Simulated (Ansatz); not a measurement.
CHCl₂ (SMILES Cl[CH-]Cl), charge -1, singlet, at a GFN2-xTB geometry (a gas-phase anion, which may not be bound at this level); MP2/aug-cc-pVDZ run with Ansatz (an electronic-structure program).

Ansatz was given this input:
Ansatz 0.2 input:
```yaml
crystal:
  periodic: [false, false, false]
  atoms:
    - {symbol: C, position_ang: [-0.12314110, -0.01095061, 0.90506640]}
    - {symbol: Cl, position_ang: [-0.00135195, 1.46667290, -0.18181659]}
    - {symbol: Cl, position_ang: [-0.00783095, -1.46169315, -0.21812909]}
    - {symbol: H, position_ang: [0.89495595, -0.01895205, 1.36867808]}
basis:
  gaussian:
    orbitals: aug-cc-pVDZ
total_charge: -1
magnetization: {spin_polarized: false}
correlation: {method: mp2}
```

What the program printed (banner, timings and long lists left out):

```
Functional definition: HF
856 factors; integrals over basis functions are off by at most 9.5e-4 eV
mean field evaluation 1: about -26051.5439 eV, gradient 1.8e1 eV
mean field evaluation 2: about -26051.5699 eV, gradient 1.8e1 eV
mean field evaluation 4: about -26052.7215 eV, gradient 2.3e0 eV
mean field evaluation 8: about -26052.7824 eV, gradient 1.5e-1 eV
mean field -26052.78278328 eV, -957.4221080749 hartree, gradient 2.5e-6 eV, S^2 0.000000; 0 other end points of the search recorded, 0 dependent functions left out
11 core orbitals not correlated
reference -26052.78278328 eV, -957.4221080749 hartree; 10, 10 occupied and 65, 65 virtual orbitals, 856 factors
second order -12.24873150 eV of doubles, -0.00000000 eV of singles
Total energy: -26065.03151478 eV, -957.8722406553 hartree
```
